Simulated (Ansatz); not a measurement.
Input file for Ansatz (a quantum-chemistry and plane-wave program): U-revPBE/def2-TZVPP on O (SMILES [O]).

Ansatz 0.2 input:
```yaml
crystal:
  periodic: [false, false, false]
  atoms:
    - {symbol: O, position_ang: [0.00000000, 0.00000000, 0.00000000]}
basis:
  gaussian:
    orbitals: def2-TZVPP
hamiltonian:
  xc: {name: revPBE}
magnetization: {spin_polarized: true, initial_magnetization: 2}
```

### Question
Predict the final total energy.

### Answer
-75.0712 hartree.
